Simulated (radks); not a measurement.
The numbers below are computed, except where a source is named.
Removal energies from the silicon ion Si3+, [Ne] 3s1, by Delta-SCF beside the eigenvalue of the level emptied. Level of theory: scalar-relativistic Kohn-Sham, LDA (Slater exchange, Perdew-Wang correlation), spin-polarised, spherical densities, finite nucleus; Fermi nuclear charge, rms radius of each element as measured or else 0.836 A^(1/3) + 0.57 fm (a radial shooting solver on a logarithmic mesh with Libxc functionals). Open shells are filled with parallel spins first.

removed from,final configuration,Delta-SCF (eV),-eigenvalue (eV)
3s,[Ne],45.638,40.509
2p,[He] 2s2 2p5 3s1,149.47,131.86
2s,[He] 2s1 2p6 3s1,191.52,174.93
1s,1s1 2s2 2p6 3s1,1881.1,1816.0
